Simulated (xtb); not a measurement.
I₄Ta (SMILES [I][Ta+]([I])([I])[I]), charge +1, singlet, at a GFN2-xTB geometry (such geometries of metal compounds can be far from the true shape) (the multiplicity is a formal guess); GFN0-xTB (xtb 6.7.1).

Input for xtb:
```
$ xtb mol.xyz --gfn 0 --chrg 1 --json

# file mol.xyz
5

Ta    -0.00000000     0.00000000     0.00000000
I      2.11003522    -0.60975355    -1.50846892
I      0.78869445     0.38742437     2.51543036
I     -1.14079482     2.22296751    -0.92548858
I     -1.75793485    -2.00063833    -0.08147287
```

It wrote (shortened):

```
   ID    Z sym.   atoms
    1   73 Ta     1
    2   53 I      2-5

           -------------------------------------------------
          |                Calculation Setup                |
           -------------------------------------------------

           -------------------------------------------------
          |                 G F N 0 - x T B                 |
           -------------------------------------------------

          ...................................................
          :                      SETUP                      :
          :.................................................:
          :  # basis functions                  50          :
          :  # atomic orbitals                  45          :
          :  # shells                           15          :
          :  # electrons                        32          :
          :  electronic temp.          300.0000000     K    :
          :  accuracy                    1.0000000          :
          :  -> integral cutoff          0.2500000E+02      :
          :  -> integral neglect         0.1000000E-07      :
          ...................................................

         :::::::::::::::::::::::::::::::::::::::::::::::::::::
         ::                     SUMMARY                     ::
         :::::::::::::::::::::::::::::::::::::::::::::::::::::
         :: total energy             -14.327393892857 Eh    ::
         :: gradient norm              0.014150575986 Eh/a0 ::
         :: HOMO-LUMO gap              3.833133639449 eV    ::
         ::.................................................::
         :: H0 energy                -15.794552308706 Eh    ::
         :: repulsion energy           0.036839511698 Eh    ::
         :: electrostat energy         1.432515006403 Eh    ::
         :: -> Gsolv                   0.000000000000 Eh    ::
         ::    -> Gsasa                0.000000000000 Eh    ::
         ::    -> Gshift               0.000000000000 Eh    ::
         :: dispersion energy         -0.002196102251 Eh    ::
         :: short-range corr.          0.000000000000 Eh    ::
         :: add. restraining           0.000000000000 Eh    ::
         :: total charge               1.000000000000 e     ::
         :::::::::::::::::::::::::::::::::::::::::::::::::::::

           -------------------------------------------------
          |                Property Printout                |
[...]
        21                         -0.2532236              -6.8906
        22                         -0.0725453              -1.9741
        23                         -0.0559993              -1.5238
        24                         -0.0559993              -1.5238
        25                         -0.0559993              -1.5238
        26                         -0.0517519              -1.4082
        27                         -0.0517519              -1.4082
       ...                                ...                  ...
        45                          0.8042198              21.8839
      -------------------------------------------------------------
                  HL-Gap            0.1408651 Eh            3.8331 eV
             Fermi-level            0.0000000 Eh            0.0000 eV

     #   Z          covCN         q      C6AA      α(0)
     1  73 Ta       3.262     0.600   240.505    29.183
     2  53 I        0.833     0.100   363.005    32.911
     3  53 I        0.833     0.100   363.005    32.911
     4  53 I        0.833     0.100   363.005    32.911
     5  53 I        0.833     0.100   363.005    32.911

 Mol. C6AA /au·bohr⁶  :       8409.250581
 Mol. C8AA /au·bohr⁸  :     878262.895262
 Mol. α(0) /au        :        160.827702

Wiberg/Mayer (AO) data.
largest (>0.10) Wiberg bond orders for each atom

 ---------------------------------------------------------------------------
     #   Z sym  total        # sym  WBO       # sym  WBO       # sym  WBO
 ---------------------------------------------------------------------------
     1  73 Ta   3.820 --     3 I    0.955     4 I    0.955     5 I    0.955
                             2 I    0.955
     2  53 I    1.078 --     1 Ta   0.955
     3  53 I    1.078 --     1 Ta   0.955
     4  53 I    1.078 --     1 Ta   0.955
     5  53 I    1.078 --     1 Ta   0.955
 ---------------------------------------------------------------------------

Topologies differ in total number of bonds
Writing topology from bond orders to xtbtopo.mol

 dipole moment from electron density (au)
     X       Y       Z
  -0.0000   0.0000   0.0000  total (Debye):    0.000

           -------------------------------------------------
          | TOTAL ENERGY              -14.327393892857 Eh   |
          | GRADIENT NORM               0.014150575986 Eh/α |
          | HOMO-LUMO GAP               3.833133639449 eV   |
           -------------------------------------------------

normal termination of xtb
```
